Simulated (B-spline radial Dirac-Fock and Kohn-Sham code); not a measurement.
Binding energies of Dy²⁴⁺

System: the Dy²⁴⁺ ion, configuration [Kr] 4d6; nuclear rms radius 5.2218 fm (A = 164).

Calculated with a radial atomic solver, using multi-electron Dirac-Fock with separately optimised hole states, Breit and Lamb-shift corrections added in first order. Correlation and solid-state effects are left out. Energies are counted from the vacuum level.

All terms are in eV, carry their sign (relaxation lowers the binding energy) and add up to the binding energy; ⟨r⟩ is the mean radius of the orbital in the initial state.

| subshell | −ε (Koopmans) | relaxation | Gaunt | retardation | self-energy | vacuum polarisation | binding energy | ⟨r⟩ (bohr) |
| --- | --- | --- | --- | --- | --- | --- | --- | --- |
| K | 54860.1 | -61.50 | -172.90 | 15.27 | -98.04 | 16.51 | 54559.4 | 0.021 |
| L1 | 9885.9 | -27.88 | -18.18 | 1.26 | -13.35 | 2.10 | 9829.8 | 0.089 |
| L2 | 9417.2 | -31.99 | -31.35 | 3.45 | 0.32 | 0.03 | 9357.7 | 0.074 |
| L3 | 8615.2 | -29.71 | -22.11 | 4.44 | -0.77 | -0.09 | 8566.9 | 0.081 |
| M1 | 2829.6 | -8.31 | -3.25 | 0.20 | -3.00 | 0.46 | 2815.7 | 0.232 |
| M2 | 2626.0 | -9.03 | -5.72 | 0.57 | 0.04 | 0.00 | 2611.9 | 0.222 |
| M3 | 2454.5 | -8.24 | -3.86 | 0.82 | -0.17 | -0.02 | 2443.0 | 0.235 |
| M4 | 2110.1 | -10.28 | -2.34 | 0.19 | 0.25 | -0.03 | 2097.9 | 0.208 |
| M5 | 2073.2 | -9.91 | -1.55 | 0.21 | 0.14 | -0.03 | 2062.0 | 0.212 |
| N1 | 1110.0 | -1.35 | -0.86 | 0.07 | -0.81 | 0.12 | 1107.2 | 0.498 |
| N2 | 1022.5 | -1.39 | -1.47 | 0.16 | 0.01 | 0.00 | 1019.8 | 0.501 |
| N3 | 976.6 | -1.24 | -0.98 | 0.23 | -0.04 | -0.01 | ? | 0.523 |
| N4,5 | 833.5 | -1.25 | -0.40 | 0.07 | 0.05 | -0.01 | 832.0 | 0.531 |

Task: Which binding energy belongs in the row of N3?

Result: 974.5 eV, the sum of the terms in that row (to rounding).

For the deepest level, K (1s), the Breit terms make up -0.289 % of the binding energy, QED -0.149 % and orbital relaxation -0.113 %.

Going to the tabulated ground configuration of the next ion removes an electron from N4,5 (4d), computed at 832.0 eV. NIST lists 827 ± 4 eV as the ionisation energy of this species (theoretical), -4.95 eV from the computed value. Where a p, d or f shell is open in either ion the computed value averages over both j values and all terms, while the table refers to the lowest levels; that difference holds spin-orbit splitting (largest in heavy or highly charged ions), term energies where several electrons share open shells, and correlation, and it can reach 10 % or more.
